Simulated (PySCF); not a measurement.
B(Cl)(H)(iPr) (C3H8BCl), SMILES CC(C)BCl.

Geometry: ωB97X-D3(BJ)/def2-SVP. Other conformers were not sampled.

Level of theory: ωB97X-D3(BJ)/def2-SVP in PySCF 2.14.0.

Frequencies are harmonic and unscaled.

Task: Give all harmonic wavenumbers and intensities. (An estimate is asked for; the answer gives what the named calculation found.)

Result: 
| mode | ν (cm⁻¹) | IR (km/mol) | moving atoms (share of kinetic energy) |
|---|---|---|---|
| 1 | 43 | 0.0 | H 32 %, B 28 %, C 24 %, Cl 16 % |
| 2 | 188 | 0.6 | C 40 %, H 29 %, Cl 25 % |
| 3 | 219 | 0.2 | H 95 % |
| 4 | 245 | 0.2 | H 84 % |
| 5 | 313 | 1.4 | H 40 %, C 38 %, Cl 15 % |
| 6 | 372 | 0.4 | C 54 %, H 44 % |
| 7 | 439 | 1.3 | C 44 %, H 27 %, Cl 16 %, B 12 % |
| 8 | 735 | 12.4 | B 45 %, H 29 %, C 21 % |
| 9 | 823 | 28.1 | H 54 %, B 35 % |
| 10 | 876 | 43.9 | H 35 %, B 29 %, C 27 %, Cl 9 % |
| 11 | 924 | 4.5 | H 88 %, C 12 % |
| 12 | 955 | 15.6 | H 66 %, C 21 %, B 11 % |
| 13 | 988 | 0.2 | H 73 %, C 26 % |
| 14 | 1018 | 18.3 | H 70 %, C 20 %, B 10 % |
| 15 | 1111 | 91.0 | H 51 %, C 29 %, B 20 % |
| 16 | 1174 | 50.7 | H 56 %, C 35 %, B 9 % |
| 17 | 1202 | 12.0 | H 62 %, C 34 % |
| 18 | 1301 | 14.7 | H 62 %, C 36 % |
| 19 | 1350 | 40.4 | C 51 %, H 36 %, B 12 % |
| 20 | 1403 | 1.8 | H 75 %, C 25 % |
| 21 | 1419 | 1.0 | H 77 %, C 23 % |
| 22 | 1469 | 0.5 | H 97 % |
| 23 | 1481 | 6.6 | H 96 % |
| 24 | 1489 | 20.9 | H 96 % |
| 25 | 1495 | 13.1 | H 93 % |
| 26 | 2647 | 127.9 | H 91 %, B 9 % |
| 27 | 2991 | 20.5 | H 93 % |
| 28 | 3056 | 27.3 | H 97 % |
| 29 | 3061 | 22.7 | H 97 % |
| 30 | 3142 | 11.8 | H 90 %, C 10 % |
| 31 | 3146 | 32.5 | H 90 %, C 10 % |
| 32 | 3157 | 20.4 | H 90 %, C 10 % |
| 33 | 3166 | 17.2 | H 91 %, C 9 % |
